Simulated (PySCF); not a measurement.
Se(I)(OMe) (CH3IOSe), SMILES CO[Se]I. Atoms are numbered in the order given.

```xyz
7

Se     0.5957    -0.7767     0.8896
I     -0.9854     0.9037    -0.2689
O      1.9856    -0.8403    -0.2490
C      1.7977    -1.5788    -1.4488
H      1.0757    -1.0741    -2.1149
H      2.7795    -1.6114    -1.9449
H      1.4475    -2.6067    -1.2530
```

Geometry optimised at B3LYP-D3(BJ)/def2-SVP. The def2 effective core potentials stand for the cores of I; spin–orbit coupling is left out. The values are those of a single conformer.

Level of theory: PBE0/def2-TZVP in PySCF.

Atomic charges (e):

```csv
atom,Löwdin,Mulliken
Se1,0.17,0.18
I2,0.00,[?]
O3,-0.10,[?]
C4,-0.41,-0.20
H5,0.11,[?]
H6,0.12,[?]
H7,0.10,[?]
```

### Question
Some entries are withheld; supply them. (Estimate from the structure and the level; the computed values follow.)

### Answer

- I2, Mulliken: -0.08
- O3, Mulliken: -0.30
- H5, Mulliken: 0.14
- H6, Mulliken: 0.14
- H7, Mulliken: 0.13

### Question
Give the Mayer and Wiberg (Löwdin basis) orders of the bonds. (Estimate from the structure and the level; the computed values follow.)

### Answer

```json
[
 {"bond": "Se1–I2", "Mayer": "1.09", "Wiberg": "1.55"},
 {"bond": "Se1–O3", "Mayer": "1.03", "Wiberg": "1.53"},
 {"bond": "O3–C4", "Mayer": "0.95", "Wiberg": "1.55"},
 {"bond": "C4–H5", "Mayer": "0.96", "Wiberg": "0.94"},
 {"bond": "C4–H6", "Mayer": "0.96", "Wiberg": "0.93"},
 {"bond": "C4–H7", "Mayer": "0.97", "Wiberg": "0.94"}
]
```
